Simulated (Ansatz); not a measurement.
`[SiH3]B1CO1`, charge 0, multiplicity 1.

(1) Give a relaxed structure at PBE0-D4/def2-TZVP (Ansatz). (An estimate is asked.)

Results:

(1) Ansatz gave: 
Cartesian coordinates in Å:
```
Si 0.462 1.390 -0.745
B -0.182 -0.355 -0.017
C -0.416 -1.457 1.003
O -0.849 -1.435 -0.421
H -0.139 2.493 0.050
H 1.941 1.455 -0.596
H 0.106 1.568 -2.177
H -1.251 -1.435 1.697
H 0.327 -2.224 1.205
```
Point group Cs.
This is one stationary point; other conformers may exist.
